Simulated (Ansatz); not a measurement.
# Worked example: a bond strength in CH4ClGa (SMILES [CH3][GaH][Cl])

CH4ClGa: 7 atoms, total charge 0, spin state singlet. As SMILES, `[CH3][GaH][Cl]`. The shape was relaxed beforehand at B3LYP/def2-SVP.

```xyz
7

C    -0.7367    0.5934   -0.2023
Ga    0.8508   -0.5437    0.0400
Cl    0.8823   -1.8182    1.8103
H    -0.4337    1.6497   -0.2880
H    -1.4370    0.4847    0.6380
H    -1.2515    0.3186   -1.1377
H     2.1256   -0.6844   -0.8602
```

Wanted: the dissociation energy of the H7–Ga2 bond into doublet H and doublet CH3ClGa (shapes relaxed at B3LYP/def2-SVP, no zero-point term). 1 Eh = 2625.50 kJ/mol = 27.2114 eV. Totals in Eh; open shells run unrestricted unless said.

| level | program | CH4ClGa | doublet H | doublet CH3ClGa |
| --- | --- | --- | --- | --- |
| HF/def2-TZVP | Ansatz | -2423.031737 | -0.499810 | -2422.430868 |
| PBE/def2-TZVP | Ansatz | -2425.105962 | -0.499616 | -2424.483770 |
| B3LYP/def2-TZVP | Ansatz | -2425.720080 | -0.502154 | -2425.091226 |

Task: Work out the dissociation energy at each level.

Result: 
1. HF/def2-TZVP: (-0.499810) + (-2422.430868) − (-2423.031737) = 0.101059 Eh = 265.3 kJ/mol = 2.75 eV.
2. PBE/def2-TZVP: (-0.499616) + (-2424.483770) − (-2425.105962) = 0.122576 Eh = 321.8 kJ/mol = 3.34 eV.
3. B3LYP/def2-TZVP: (-0.502154) + (-2425.091226) − (-2425.720080) = 0.126700 Eh = 332.7 kJ/mol = 3.45 eV.

The levels span 265 to 333 kJ/mol; no measured value is set beside them. Hartree–Fock lacks the correlation of the electrons that are unpaired, so it comes out low. A bond enthalpy at 298 K also holds the loss of zero-point energy and thermal terms.
